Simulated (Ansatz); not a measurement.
Start from `[O]1[SiH2][SnH2]1` and change one element to get `[SiH2]1[S][SnH2]1`.

Ansatz, PBE0-D4/def2-TZVP geometries, multiplicity 1. 

Elements past krypton have def2 core potentials.

| property | `[O]1[SiH2][SnH2]1` |
| --- | --- |
| ideal-gas entropy at 298 K and 1 bar (rigid rotor, harmonic PBE0-D4/def2-TZVP) / J/(mol·K) | 309 |
| size of the dipole moment (PBE/def2-TZVPP) / D | 1.84 |
| HOMO–LUMO gap (B3LYP/def2-TZVPP) / eV | 4.65 |
| HOMO energy (ωB97M-V/def2-TZVPP) / eV | -8.77 |
| LUMO energy (B3LYP/def2-TZVPP) / eV | -1.97 |
| HOMO–LUMO gap (PBE0/def2-TZVPP) / eV | 5.05 |

(1) What does the change do to each property? (Estimate.)

Answers

(1) Ansatz gave: 
```
                                                                                  property  `[SiH2]1[S][SnH2]1`  shift
ideal-gas entropy at 298 K and 1 bar (rigid rotor, harmonic PBE0-D4/def2-TZVP) / J/(mol·K)                  322     13
                                            size of the dipole moment (PBE/def2-TZVPP) / D                 1.98   0.14
                                                     HOMO–LUMO gap (B3LYP/def2-TZVPP) / eV                 5.18   0.53
                                                     HOMO energy (ωB97M-V/def2-TZVPP) / eV                -8.83  -0.06
                                                       LUMO energy (B3LYP/def2-TZVPP) / eV                -1.56   0.41
                                                      HOMO–LUMO gap (PBE0/def2-TZVPP) / eV                 5.60   0.55
```

With PBE0 the HOMO falls by 0.15 eV and the LUMO rises by 0.40 eV, so the gap widens by about 0.55 eV. PBE moves the HOMO by -0.21 eV and ωB97M-V by -0.06 eV. Dipoles are sizes alone; their direction can turn.

B3LYP here is the variant with VWN-RPA as its local correlation; programs differ in this.
